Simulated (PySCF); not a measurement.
iodine monochloride cation (ClI), SMILES ICl (connectivity only; charge and spin as stated), charge +1, multiplicity 2. Atoms are numbered in the order given.

```xyz
2

Cl     0.0000     0.0000    -1.6845
I      0.0000     0.0000     0.5403
```
Charge +1, spin multiplicity 2.

Geometry: PBE0-D3(BJ)/def2-TZVP. The spin state was assumed, not searched. The def2 effective core potentials stand for the cores of I; spin–orbit coupling is left out.

These are PySCF with PBE0/def2-TZVPD values and carry that method's errors.

Isolated molecule, no solvent.

```
Item                                                                Value
------------------------------------------------  -----------------------
total energy                                           -757.40741 hartree
point group                                                           C∞v
α spin, highest occupied and lowest empty level       -14.83 and -9.95 eV
β spin, highest occupied and lowest empty level      -14.57 and -12.46 eV
dipole moment about the centre of nuclear charge                   0.30 D
⟨S²⟩                                              0.754 (pure state 0.75)
```
